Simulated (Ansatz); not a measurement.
Born–Oppenheimer molecular dynamics of C$_{4}$H$_{8}$ClFSi (15 atoms, charge 0, multiplicity 1). It goes on from the last frame of an earlier run, with new velocities.

These are results of RKS PBE0/STO-3G in Ansatz 0.2.0, not measurements.

```yaml
ensemble: NVE (velocity Verlet)
time_step: 0.5 fs
steps_asked: 342
starting_velocities_drawn_for: 300 K
seed: 21911
```

Frames 0.5 fs apart, positions in Å, forces in eV/Å.

Velocities at 25.0 fs (Å/ps):

```
C -1.79 12.23 0.18
C -2.24 -6.96 -1.98
C -4.46 -1.32 -6.35
Si -0.34 0.57 2.06
C 9.50 -5.92 1.17
F 3.59 -2.72 -2.16
Cl -2.37 2.64 2.32
H -13.71 -16.39 -8.92
H 13.85 -14.55 -6.75
H 2.91 24.02 -1.54
H 0.25 -7.81 4.97
H 22.22 -25.20 7.45
H -12.83 5.25 1.64
H -17.04 -3.70 -16.87
H 17.72 4.71 4.91
```

```xyz
15
Properties=species:S:1:pos:R:3:forces:R:3 time_fs=25.0 energy_less_start_eV=-0.016 T=310
C 0.876 -1.568 0.396 1.92 0.39 0.33
C 0.629 -0.544 -0.766 1.82 1.93 1.35
C -0.082 0.648 -0.077 0.53 1.37 -0.61
Si -1.911 0.457 0.059 -0.26 1.43 0.18
C 0.480 1.823 0.366 -0.18 -2.14 0.38
F -0.125 2.773 1.121 -0.51 -0.09 -0.46
Cl 2.274 2.078 0.484 0.43 -0.05 -0.45
H 0.004 -1.758 1.040 -0.19 0.03 -0.44
H 1.717 -1.222 1.102 -1.35 -0.40 -1.41
H 1.199 -2.486 -0.096 0.08 -0.63 0.35
H 1.629 -0.196 -1.224 -1.55 -0.77 0.77
H 0.002 -0.966 -1.560 -0.12 -0.15 -0.06
H -2.464 1.644 -0.543 -0.29 0.00 0.02
H -2.398 -0.671 -0.634 -0.11 -0.80 -0.38
H -2.296 0.424 1.432 -0.21 -0.12 0.43
15
Properties=species:S:1:pos:R:3:forces:R:3 time_fs=25.5 energy_less_start_eV=-0.022 T=314
C 0.875 -1.562 0.396 1.76 0.16 0.45
C 0.628 -0.548 -0.767 1.92 2.14 1.55
C -0.084 0.648 -0.081 0.66 1.40 -0.63
Si -1.911 0.458 0.059 -0.44 1.30 -0.05
C 0.485 1.819 0.366 -0.41 -2.15 0.36
F -0.123 2.772 1.119 -0.49 -0.14 -0.49
Cl 2.273 2.079 0.485 0.54 -0.06 -0.45
H -0.003 -1.766 1.034 0.00 0.13 -0.50
H 1.722 -1.229 1.097 -1.38 -0.27 -1.30
H 1.200 -2.474 -0.097 0.11 -0.78 0.27
H 1.628 -0.201 -1.220 -1.49 -0.74 0.72
H 0.013 -0.979 -1.556 -0.31 -0.20 -0.25
H -2.470 1.647 -0.542 -0.23 -0.08 0.08
H -2.407 -0.674 -0.643 0.00 -0.57 -0.21
H -2.287 0.426 1.435 -0.23 -0.14 0.44
15
Properties=species:S:1:pos:R:3:forces:R:3 time_fs=26.0 energy_less_start_eV=-0.037 T=322
C 0.875 -1.555 0.396 1.51 -0.16 0.46
C 0.628 -0.550 -0.768 1.84 2.26 1.73
C -0.086 0.647 -0.084 0.77 1.41 -0.66
Si -1.911 0.458 0.060 -0.63 1.15 -0.25
C 0.490 1.816 0.367 -0.64 -2.12 0.35
F -0.121 2.770 1.118 -0.46 -0.19 -0.51
Cl 2.272 2.081 0.486 0.64 -0.08 -0.45
H -0.010 -1.774 1.028 0.19 0.23 -0.53
H 1.724 -1.238 1.089 -1.29 -0.11 -1.09
H 1.202 -2.465 -0.096 0.12 -0.88 0.20
H 1.622 -0.207 -1.215 -1.29 -0.65 0.62
H 0.023 -0.992 -1.553 -0.46 -0.22 -0.38
H -2.478 1.649 -0.541 -0.17 -0.16 0.14
H -2.416 -0.678 -0.652 0.11 -0.32 -0.02
H -2.279 0.428 1.439 -0.24 -0.15 0.42
15
Properties=species:S:1:pos:R:3:forces:R:3 time_fs=26.5 energy_less_start_eV=-0.055 T=333
C 0.875 -1.549 0.397 1.17 -0.56 0.33
C 0.627 -0.553 -0.768 1.59 2.27 1.87
C -0.088 0.648 -0.087 0.87 1.39 -0.69
Si -1.911 0.459 0.061 -0.82 0.99 -0.43
C 0.494 1.812 0.368 -0.85 -2.06 0.35
F -0.119 2.769 1.117 -0.43 -0.25 -0.54
Cl 2.271 2.082 0.487 0.75 -0.09 -0.45
H -0.016 -1.781 1.021 0.35 0.32 -0.55
H 1.723 -1.246 1.078 -1.09 0.09 -0.78
H 1.204 -2.458 -0.096 0.11 -0.91 0.15
H 1.614 -0.216 -1.208 -0.96 -0.51 0.46
H 0.032 -1.006 -1.551 -0.55 -0.21 -0.44
H -2.485 1.652 -0.540 -0.12 -0.23 0.19
H -2.424 -0.683 -0.662 0.24 -0.07 0.16
H -2.272 0.429 1.444 -0.24 -0.16 0.37
15
Properties=species:S:1:pos:R:3:forces:R:3 time_fs=27.0 energy_less_start_eV=-0.066 T=339
C 0.875 -1.543 0.397 0.78 -1.03 0.08
C 0.627 -0.555 -0.768 1.15 2.18 1.97
C -0.089 0.648 -0.091 0.95 1.35 -0.71
Si -1.912 0.459 0.062 -1.01 0.82 -0.55
C 0.499 1.807 0.368 -1.05 -1.96 0.37
F -0.118 2.767 1.116 -0.40 -0.32 -0.58
Cl 2.270 2.083 0.488 0.85 -0.10 -0.45
H -0.022 -1.788 1.012 0.47 0.41 -0.53
H 1.719 -1.255 1.066 -0.77 0.31 -0.40
H 1.206 -2.453 -0.094 0.08 -0.88 0.13
H 1.603 -0.225 -1.201 -0.51 -0.32 0.25
H 0.040 -1.020 -1.550 -0.58 -0.15 -0.42
H -2.493 1.653 -0.538 -0.07 -0.29 0.23
H -2.432 -0.688 -0.671 0.35 0.16 0.34
H -2.265 0.430 1.450 -0.23 -0.17 0.29
15
Properties=species:S:1:pos:R:3:forces:R:3 time_fs=27.5 energy_less_start_eV=-0.061 T=335
C 0.875 -1.537 0.397 0.34 -1.55 -0.29
C 0.628 -0.556 -0.767 0.56 1.99 2.01
C -0.091 0.648 -0.095 1.00 1.29 -0.74
Si -1.912 0.460 0.063 -1.17 0.67 -0.63
C 0.503 1.802 0.369 -1.23 -1.84 0.39
F -0.116 2.766 1.114 -0.37 -0.38 -0.61
Cl 2.269 2.084 0.489 0.94 -0.11 -0.45
H -0.027 -1.793 1.002 0.54 0.47 -0.47
H 1.714 -1.263 1.052 -0.35 0.55 0.06
H 1.209 -2.450 -0.093 0.03 -0.79 0.13
H 1.591 -0.235 -1.192 0.03 -0.10 0.00
H 0.046 -1.035 -1.550 -0.55 -0.04 -0.32
H -2.502 1.654 -0.536 -0.02 -0.33 0.26
H -2.439 -0.693 -0.679 0.45 0.36 0.49
H -2.259 0.431 1.457 -0.22 -0.18 0.18
15
Properties=species:S:1:pos:R:3:forces:R:3 time_fs=28.0 energy_less_start_eV=-0.034 T=320
C 0.875 -1.532 0.398 -0.09 -2.08 -0.74
C 0.628 -0.557 -0.766 -0.11 1.72 2.00
C -0.092 0.649 -0.099 1.04 1.21 -0.76
Si -1.913 0.461 0.064 -1.30 0.53 -0.66
C 0.507 1.797 0.370 -1.38 -1.68 0.43
F -0.115 2.764 1.113 -0.33 -0.45 -0.65
Cl 2.268 2.086 0.490 1.03 -0.13 -0.45
H -0.030 -1.798 0.991 0.56 0.52 -0.38
H 1.707 -1.269 1.039 0.12 0.79 0.54
H 1.212 -2.448 -0.091 -0.03 -0.65 0.15
H 1.580 -0.245 -1.184 0.63 0.13 -0.28
H 0.051 -1.050 -1.550 -0.48 0.10 -0.17
H -2.510 1.654 -0.533 0.01 -0.35 0.28
H -2.445 -0.697 -0.686 0.53 0.53 0.62
H -2.253 0.431 1.464 -0.19 -0.19 0.07
15
Properties=species:S:1:pos:R:3:forces:R:3 time_fs=28.5 energy_less_start_eV=0.010 T=294
C 0.876 -1.527 0.398 -0.46 -2.58 -1.20
C 0.629 -0.558 -0.765 -0.80 1.41 1.92
C -0.093 0.650 -0.103 1.05 1.11 -0.77
Si -1.913 0.461 0.065 -1.40 0.41 -0.64
C 0.510 1.792 0.371 -1.52 -1.49 0.47
F -0.113 2.763 1.111 -0.30 -0.52 -0.68
Cl 2.267 2.087 0.491 1.11 -0.14 -0.45
H -0.032 -1.801 0.979 0.53 0.55 -0.26
H 1.701 -1.274 1.026 0.58 1.00 1.00
H 1.214 -2.449 -0.089 -0.09 -0.48 0.18
H 1.569 -0.256 -1.177 1.21 0.36 -0.54
H 0.055 -1.064 -1.551 -0.38 0.28 0.01
H -2.518 1.653 -0.529 0.03 -0.36 0.29
H -2.449 -0.700 -0.692 0.60 0.65 0.72
H -2.247 0.431 1.471 -0.17 -0.20 -0.06
15
Properties=species:S:1:pos:R:3:forces:R:3 time_fs=29.0 energy_less_start_eV=0.059 T=266
C 0.876 -1.522 0.398 -0.70 -3.00 -1.59
C 0.629 -0.559 -0.763 -1.37 1.12 1.78
C -0.094 0.652 -0.107 1.04 1.00 -0.78
Si -1.914 0.462 0.066 -1.45 0.32 -0.58
C 0.514 1.786 0.373 -1.62 -1.28 0.52
F -0.112 2.761 1.110 -0.27 -0.59 -0.71
Cl 2.266 2.088 0.492 1.18 -0.16 -0.45
H -0.033 -1.803 0.966 0.44 0.56 -0.10
H 1.696 -1.276 1.017 0.96 1.16 1.38
H 1.216 -2.450 -0.086 -0.14 -0.30 0.20
H 1.562 -0.265 -1.170 1.67 0.54 -0.76
H 0.058 -1.078 -1.552 -0.27 0.46 0.20
H -2.526 1.651 -0.525 0.05 -0.34 0.29
H -2.453 -0.701 -0.696 0.64 0.72 0.78
H -2.242 0.431 1.478 -0.15 -0.20 -0.18
15
Properties=species:S:1:pos:R:3:forces:R:3 time_fs=29.5 energy_less_start_eV=0.094 T=245
C 0.876 -1.518 0.397 -0.75 -3.32 -1.86
C 0.629 -0.559 -0.761 -1.73 0.89 1.54
C -0.095 0.653 -0.112 1.01 0.87 -0.79
Si -1.915 0.463 0.067 -1.46 0.26 -0.49
C 0.517 1.780 0.374 -1.70 -1.05 0.58
F -0.111 2.759 1.108 -0.24 -0.66 -0.75
Cl 2.266 2.090 0.493 1.24 -0.18 -0.45
H -0.033 -1.803 0.953 0.30 0.54 0.09
H 1.694 -1.275 1.010 1.17 1.25 1.62
H 1.218 -2.453 -0.083 -0.18 -0.12 0.22
H 1.558 -0.273 -1.166 1.93 0.66 -0.89
H 0.060 -1.091 -1.553 -0.16 0.63 0.37
H -2.534 1.649 -0.520 0.05 -0.30 0.27
H -2.454 -0.700 -0.698 0.65 0.74 0.81
H -2.238 0.430 1.485 -0.12 -0.20 -0.29
15
Properties=species:S:1:pos:R:3:forces:R:3 time_fs=30.0 energy_less_start_eV=0.102 T=240
C 0.876 -1.515 0.397 -0.55 -3.50 -1.94
C 0.629 -0.559 -0.759 -1.80 0.75 1.21
C -0.096 0.655 -0.116 0.95 0.73 -0.79
Si -1.916 0.464 0.067 -1.43 0.22 -0.36
C 0.519 1.773 0.375 -1.75 -0.80 0.64
F -0.109 2.758 1.106 -0.22 -0.73 -0.77
Cl 2.265 2.091 0.494 1.29 -0.20 -0.45
H -0.032 -1.803 0.941 0.12 0.50 0.28
H 1.694 -1.271 1.008 1.17 1.25 1.68
H 1.220 -2.455 -0.080 -0.20 0.02 0.24
H 1.560 -0.279 -1.163 1.93 0.70 -0.91
H 0.062 -1.102 -1.553 -0.08 0.78 0.51
H -2.542 1.645 -0.514 0.04 -0.24 0.25
H -2.454 -0.698 -0.698 0.64 0.72 0.80
H -2.233 0.428 1.491 -0.10 -0.20 -0.39
15
Properties=species:S:1:pos:R:3:forces:R:3 time_fs=30.5 energy_less_start_eV=0.081 T=253
C 0.876 -1.512 0.396 -0.13 -3.54 -1.82
C 0.628 -0.559 -0.756 -1.58 0.71 0.80
C -0.096 0.657 -0.121 0.87 0.58 -0.79
Si -1.917 0.465 0.068 -1.35 0.22 -0.22
C 0.522 1.767 0.377 -1.78 -0.54 0.71
F -0.108 2.756 1.104 -0.20 -0.79 -0.79
Cl 2.265 2.092 0.495 1.33 -0.22 -0.45
H -0.030 -1.801 0.929 -0.08 0.45 0.48
H 1.698 -1.265 1.009 0.94 1.17 1.55
H 1.221 -2.458 -0.076 -0.20 0.14 0.23
H 1.566 -0.284 -1.163 1.67 0.66 -0.82
H 0.064 -1.112 -1.551 -0.03 0.90 0.59
H -2.550 1.642 -0.508 0.03 -0.17 0.22
H -2.453 -0.693 -0.696 0.61 0.64 0.76
H -2.229 0.426 1.496 -0.09 -0.20 -0.47
```

Of the whole run (171 fs, mean temperature of the second half 318 K): The conserved energy stayed within 0.13 meV per atom of its start (net change 0.042 meV per atom), so the integration is sound. A run of 0.17 ps of so small a system gives no equilibrium averages. Limits of this set-up: minimal basis.

Run time: 20 min on 1 thread of Arm Neoverse V1, with other jobs on the host, peak memory 0.23 GiB.
